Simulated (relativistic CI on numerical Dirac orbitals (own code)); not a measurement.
Se⁵⁺: q coefficients and field-shift factors

These numbers are calculated, not measured: Dirac-Coulomb-Breit CI, separate exchange-only KLI orbitals for each configuration, valence Slater integrals scaled by 0.85, P86 correlation energy added to each configuration, derivatives by finite differences, QED left out (own radial code, finite nucleus).

Configuration list (outside the closed core [Ar]): 3d¹⁰4s, 3d¹⁰4p, 3d¹⁰4d, 3d¹⁰4f, 3d¹⁰5s, 3d¹⁰5p, 3d⁹4s², 3d¹⁰5d. Levels of other configurations are missing.

With x = (α/α₀)² − 1 an excitation energy changes as ω = ω₀ + qx; K = 2q/ω₀ is the relative enhancement. Terms are leading LS components, so labels can repeat. The field-shift factor is F = δν/δ⟨r²⟩ for the transition from the lowest level.

Lowest level 3d¹⁰4s ²S1/2.

| Level | ω₀ (cm⁻¹) | q (cm⁻¹) | K | F (GHz/fm²) |
| --- | --- | --- | --- | --- |
| 3d¹⁰4p ²P°1/2 | 112079 | 3384 | 0.0604 | -6.43 |
| 3d¹⁰4p ²P°3/2 | 117523 | 9032 | 0.154 | -6.46 |
| 3d¹⁰4d ²D3/2 | 278934 | 9632 | 0.0691 | -6.27 |
| 3d¹⁰4d ²D5/2 | 279578 | 10280 | 0.0735 | -6.26 |
| 3d¹⁰5s ²S1/2 | 328079 | 6388 | 0.0389 | -3.96 |
| 3d¹⁰5p ²P°1/2 | 369886 | 7372 | 0.0399 | -6.14 |
| 3d¹⁰5p ²P°3/2 | 371875 | 9431 | 0.0507 | -6.15 |
| 3d¹⁰4f ²F°7/2 | 405118 | 9643 | 0.0476 | -6.05 |
| 3d¹⁰4f ²F°5/2 | 405143 | 9668 | 0.0477 | -6.05 |
| 3d⁹4s² ²D5/2 | 416506 | -21160 | -0.102 | 9.36 |
| 3d⁹4s² ²D3/2 | 423291 | -14340 | -0.0677 | 9.33 |
| 3d¹⁰5d ²D3/2 | 437118 | 9461 | 0.0433 | -5.95 |
| 3d¹⁰5d ²D5/2 | 437354 | 9825 | 0.0449 | -6.02 |

At this charge configurations can still be misplaced by up to about 7 % of their energy.
